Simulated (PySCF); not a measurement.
O²⁺ (oxygen, charge +2): UHF calculation

Configuration: [He] 2s1 2p2 3s1, high-spin 5P determinant (an excited configuration). Computed with PySCF 2.14 in aug-cc-pCVQZ-DK, with the spin-free X2C one-electron Hamiltonian (Gaussian nucleus).

| Quantity | Value |
| --- | --- |
| Total energy | -71.696447 hartree |
| One-electron energy | -88.7726 hartree |
| Hartree (Coulomb) energy | 24.2577 hartree |
| Exchange energy | -7.1815 hartree |
| ⟨S²⟩ | 6.0000 |
| ⟨L²⟩ | 2.013 |
| Sum of ⟨r⟩ | 6.142 bohr |
| Sum of ⟨r²⟩ | 13.15 bohr² |
| Traceless quadrupole moment −½Σ⟨3z² − r²⟩ along its main axis | 0.166 e·bohr² |
| Langevin diamagnetic susceptibility | -10.4 ×10⁻⁶ cm³/mol |

| shell | electrons | mean orbital energy (hartree) | rms radius, mean of both spins (bohr) |
| --- | --- | --- | --- |
| 1s α | 1 | -22.94207 | 0.230 |
| 1s β | 1 | -22.70717 | 0.230 |
| 2s α | 1 | -3.14295 | 1.05 |
| 2p α | 2 | -2.51794 | 1.02 |
| 3s α | 1 | -0.79223 | 3.14 |

The outer electron is Rydberg-like, and this basis confines it to a smaller radius and binds it less than a complete one would.

Spin-orbit constants ζ (cm⁻¹) from the X2C one-electron operator on these orbitals: bare nucleus, nucleus screened by l(l+1)(2l+1)/3 electrons, and screened by the Breit-Pauli mean field of the electrons.

```csv
shell,bare,screened nucleus,mean field
2p,375.9,281.9,247.7
```

To first order the Landé constant is A = 61.92 cm⁻¹, so the lowest level has J = 1 and lies 0.0230 eV below the centre of the term. This holds in LS coupling only.
